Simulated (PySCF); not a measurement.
PySCF input file for B(H) cation (BH), SMILES [BH] (connectivity only; charge and spin as stated), charge +1, multiplicity 2, TDA-CAM-B3LYP/def2-TZVPD. Geometry optimised at B3LYP-D3(BJ)/def2-TZVPD. The multiplicity is an assumed one; other spin states were not compared.

```python
import numpy as np
from pyscf import gto, scf, dft, tdscf

mol = gto.M(
    atom='''
    B     0.00000000    0.00000000   -0.20073110
    H     0.00000000    0.00000000    1.00365550
    ''',
    basis='def2-TZVPD',
    charge=1,
    spin=1,
    max_memory=1600,
    verbose=4,
)
mf = dft.UKS(mol, xc='cam-b3lyp').density_fit(auxbasis='def2-universal-jkfit')
mf.grids.level = 3
mf.conv_tol = 1e-9
mf.max_cycle = 100
mf.kernel()
fine, coarse = mf.grids, dft.Grids(mol).set(level=1).build(with_non0tab=True)
for _ in range(3):  # follow internal instabilities
    mf.grids = coarse
    mo, _, stable, _ = mf.stability(return_status=True, nroots=4)
    mf.grids = fine
    if stable:
        break
    mf.kernel(mf.make_rdm1(mo, mf.mo_occ))
mf.grids = dft.Grids(mol).set(level=1).build(with_non0tab=True)  # coarser grid for the response kernel
td = tdscf.TDA(mf)
td.nstates = 10
td.conv_tol = 1e-4
td.positive_eig_threshold = 1e-6
td.kernel(x0=td.get_init_guess(mf, 15))
td.analyze()
```

It prints:

```
PySCF version 2.14.0

[INPUT] verbose = 4
[INPUT] num. atoms = 2
[INPUT] num. electrons = 5
[INPUT] charge = 1
[INPUT] spin (= nelec alpha-beta = 2S) = 1
[INPUT] symmetry False subgroup None
[INPUT] Mole.unit = angstrom
[INPUT] Symbol           X                Y                Z      unit          X                Y                Z       unit  Magmom
[INPUT]  1 B      0.000000000000   0.000000000000  -0.200731100000 AA    0.000000000000   0.000000000000  -0.379326803683 Bohr   0.0
[INPUT]  2 H      0.000000000000   0.000000000000   1.003655500000 AA    0.000000000000   0.000000000000   1.896634018413 Bohr   0.0

nuclear repulsion = 2.19687437123595
number of shells = 18
number of NR pGTOs = 63
number of NR cGTOs = 46
basis = def2-TZVPD
ecp = {}


[settings echo left out]
init E= -25.1288302714067
  alpha nocc = 3  HOMO = -0.207342301501038  LUMO = -0.0653000019099448
  beta  nocc = 2  HOMO = -0.581757765481326  LUMO = -0.207342301501038

WARN: HOMO -0.207342301501038 >= LUMO -0.207342301501038

cycle= 1 E= -24.870483839913  delta_E= 0.258  |g|= 0.188  |ddm|= 0.596
  alpha nocc = 3  HOMO = -0.753876280652728  LUMO = -0.419966501205679
  beta  nocc = 2  HOMO = -0.938851764093492  LUMO = -0.492208931933776
  HOMO = -0.753876280653  LUMO = -0.492208931934  gap/eV = 7.12033
cycle= 2 E= -24.914274067099  delta_E= -0.0438  |g|= 0.0462  |ddm|= 0.334
  alpha nocc = 3  HOMO = -0.715157160018974  LUMO = -0.358244663500988
  beta  nocc = 2  HOMO = -0.88664869432289  LUMO = -0.42484874445341
  HOMO = -0.715157160019  LUMO = -0.424848744453  gap/eV = 7.89969
cycle= 3 E= -24.9163946616046  delta_E= -0.00212  |g|= 0.0134  |ddm|= 0.0842
  alpha nocc = 3  HOMO = -0.715762862748882  LUMO = -0.353056761999215
  beta  nocc = 2  HOMO = -0.880832081375191  LUMO = -0.415833263520065
  HOMO = -0.715762862749  LUMO = -0.41583326352  gap/eV = 8.16150
cycle= 4 E= -24.9167989760214  delta_E= -0.000404  |g|= 0.00422  |ddm|= 0.0318
  alpha nocc = 3  HOMO = -0.716504576180563  LUMO = -0.353165080422658
  beta  nocc = 2  HOMO = -0.882063854278954  LUMO = -0.415285658922372
  HOMO = -0.716504576181  LUMO = -0.415285658922  gap/eV = 8.19658
cycle= 5 E= -24.9168516240348  delta_E= -5.26e-05  |g|= 0.00136  |ddm|= 0.0105
  alpha nocc = 3  HOMO = -0.716583962347375  LUMO = -0.352955293911977
  beta  nocc = 2  HOMO = -0.88190849177259  LUMO = -0.415323858832751
  HOMO = -0.716583962347  LUMO = -0.415323858833  gap/eV = 8.19770
cycle= 6 E= -24.9168561276813  delta_E= -4.5e-06  |g|= 0.000229  |ddm|= 0.00359
  alpha nocc = 3  HOMO = -0.716531519111824  LUMO = -0.352888822195201
  beta  nocc = 2  HOMO = -0.881927858651569  LUMO = -0.415305951918402
  HOMO = -0.716531519112  LUMO = -0.415305951918  gap/eV = 8.19677
cycle= 7 E= -24.9168562129742  delta_E= -8.53e-08  |g|= 4.44e-05  |ddm|= 0.000484
  alpha nocc = 3  HOMO = -0.716523342379098  LUMO = -0.352883186794947
  beta  nocc = 2  HOMO = -0.881916993885998  LUMO = -0.415308030970754
  HOMO = -0.716523342379  LUMO = -0.415308030971  gap/eV = 8.19649
cycle= 8 E= -24.916856216174  delta_E= -3.2e-09  |g|= 5.74e-06  |ddm|= 0.000103
  alpha nocc = 3  HOMO = -0.716523227226467  LUMO = -0.35288317364043
  beta  nocc = 2  HOMO = -0.881917530275146  LUMO = -0.415308004806171
  HOMO = -0.716523227226  LUMO = -0.415308004806  gap/eV = 8.19648
cycle= 9 E= -24.9168562162164  delta_E= -4.24e-11  |g|= 5.24e-07  |ddm|= 1.31e-05
  alpha nocc = 3  HOMO = -0.716523531013145  LUMO = -0.352883287731173
  beta  nocc = 2  HOMO = -0.88191731396563  LUMO = -0.415308122318438
  HOMO = -0.716523531013  LUMO = -0.415308122318  gap/eV = 8.19649
Extra cycle  E= -24.9168562162167  delta_E= -3.06e-13  |g|= 1.5e-07  |ddm|= 1.33e-06
converged SCF energy = -24.9168562162167  <S^2> = 0.75226538  2S+1 = 2.0022641
tot grids = 7656
uhf_internal: lowest eigs of H = [0.23780857 0.23780864 0.47611711 0.47612173]
<class 'pyscf.df.df_jk.DFUKS'> wavefunction is stable in the internal stability analysis
tot grids = 7656
Overwritten attributes  positive_eig_threshold  of <class 'pyscf.tdscf.uks.TDA'>


******** <class 'pyscf.tdscf.uks.TDA'> for <class 'pyscf.df.df_jk.DFUKS'> ********
nstates = 10
deg_eia_thresh = 1.000e-03
wfnsym = None
conv_tol = 0.0001
eigh lindep = 1e-12
eigh level_shift = 0
eigh max_cycle = 100


Excitation energies (eV)
[ 3.42554979  3.42554979  7.71351584  7.76663537  7.76663537 10.86160232
 10.86160232 11.81465695 13.21685931 13.91880765]

** Excitation energies and oscillator strengths **
Excited State   1:      3.42555 eV    361.94 nm  f=0.0137
       3a ->    4a     -0.99036
       2b ->    5b     -0.10162
Excited State   2:      3.42555 eV    361.94 nm  f=0.0137
       3a ->    5a      0.99036
       2b ->    4b      0.10162
Excited State   3:      7.71352 eV    160.74 nm  f=0.0703
       3a ->    7a     -0.15986
       2b ->    3b     -0.97405
Excited State   4:      7.76664 eV    159.64 nm  f=0.0003
       2a ->    4a     -0.58682
       2a ->    5a      0.33045
       2b ->    4b     -0.41062
       2b ->    5b      0.59869
Excited State   5:      7.76664 eV    159.64 nm  f=0.0003
       2a ->    4a      0.33045
       2a ->    5a      0.58682
       2b ->    4b     -0.59869
       2b ->    5b     -0.41062
Excited State   6:     10.86160 eV    114.15 nm  f=0.3241
       2a ->    4a      0.72053
       2a ->    5a     -0.11507
       2b ->    4b     -0.16162
       2b ->    5b      0.64183
Excited State   7:     10.86160 eV    114.15 nm  f=0.3241
       2a ->    4a      0.11507
       2a ->    5a      0.72053
       2b ->    4b      0.64183
       2b ->    5b      0.16162
Excited State   8:     11.81466 eV    104.94 nm  f=0.2122
       3a ->    6a     -0.93162
       3a ->    7a     -0.26067
       3a ->   15a     -0.16454
Excited State   9:     13.21686 eV     93.81 nm  f=0.1119
       3a ->    6a     -0.29622
       3a ->    7a      0.90523
       3a ->    8a      0.18940
       2b ->    3b     -0.15803
Excited State  10:     13.91881 eV     89.08 nm  f=0.0613
       3a ->    7a      0.18792
       3a ->    8a     -0.95945
       2b ->    6b     -0.13179

** Transition electric dipole moments (AU) **
state          X           Y           Z        Dip. S.      Osc.
  1         0.1429      0.3785      0.0000      0.1637      0.0137
  2        -0.3785      0.1429      0.0000      0.1637      0.0137
  3        -0.0000      0.0000      0.6097      0.3718      0.0703
  4        -0.0059      0.0380     -0.0000      0.0015      0.0003
  5        -0.0380     -0.0059     -0.0000      0.0015      0.0003
  6         0.2207      1.0813      0.0000      1.2179      0.3241
  7         1.0813     -0.2207     -0.0000      1.2179      0.3241
  8        -0.0000      0.0000     -0.8562      0.7332      0.2122
  9        -0.0000      0.0000      0.5879      0.3456      0.1119
 10         0.0000     -0.0000     -0.4240      0.1798      0.0613

** Transition velocity dipole moments (imaginary part, AU) **
state          X           Y           Z        Dip. S.      Osc.
  1         0.0092      0.0244      0.0000      0.0007      0.0036
  2        -0.0244      0.0092      0.0000      0.0007      0.0036
  3         0.0000      0.0000      0.1226      0.0150      0.0353
  4         0.0001     -0.0010     -0.0000      0.0000      0.0000
  5         0.0010      0.0001     -0.0000      0.0000      0.0000
  6         0.0602      0.2951      0.0000      0.0907      0.1515
  7         0.2951     -0.0602     -0.0000      0.0907      0.1515
  8        -0.0000     -0.0000     -0.3454      0.1193      0.1832
  9        -0.0000      0.0000      0.2232      0.0498      0.0684
 10         0.0000     -0.0000     -0.2254      0.0508      0.0662

** Transition magnetic dipole moments (imaginary part, AU) **
state          X           Y           Z
  1        -0.8873      0.3350     -0.0000
  2        -0.3350     -0.8873      0.0000
  3         0.0000      0.0000     -0.0000
  4         0.0369      0.0057     -0.0000
  5        -0.0057      0.0369      0.0000
  6         0.3780     -0.0772      0.0000
  7        -0.0772     -0.3780      0.0000
  8         0.0000      0.0000     -0.0000
  9         0.0000      0.0000     -0.0000
 10        -0.0000     -0.0000      0.0000
```

Self-consistency was reached.
